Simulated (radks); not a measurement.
Initial-state core-level shifts of neutral dysprosium when its valence configuration changes from [Xe] 4f10 6s2. Method: scalar-relativistic Kohn-Sham, LDA (Slater exchange, Perdew-Wang correlation), spin-unpolarised, spherical densities, finite nucleus; Fermi nuclear charge, rms radius 5.2218 fm; computed with a radial shooting solver on a logarithmic mesh with Libxc functionals. Shifts are changes of the shell-averaged eigenvalues in eV (positive: less bound); the change of the density at the nucleus, which sets a Mossbauer isomer shift, is in e/bohr^3, on a base of 7.745e+05.

\begin{tabular}{lrrrrr}
valence & 1s & 2s & 2p & 5s & density at nucleus \\ \hline
4f10 6s1 6p1 & -1.455 & -1.440 & -1.441 & -1.494 & -25.89 \\
4f9 6s1 6p2 & -11.035 & -11.601 & -11.521 & -8.497 & +17.12 \\
4f9 6s2 6p1 & -9.706 & -10.278 & -10.199 & -7.178 & +53.26 \\
4f9 5d1 6s2 & -6.500 & -6.997 & -6.921 & -3.893 & +38.12 \\
4f9.5 6s2 6p0.5 & -4.603 & -4.862 & -4.827 & -3.511 & +24.82 \\
4f9.5 5d0.5 6s2 & -3.136 & -3.366 & -3.332 & -1.971 & +18.25 \\
4f9 5d2 6s1 & -5.257 & -5.688 & -5.615 & -2.546 & +1.17 \\
4f8 5d2 6s2 & -13.833 & -14.961 & -14.785 & -7.637 & +81.71 \\
\end{tabular}
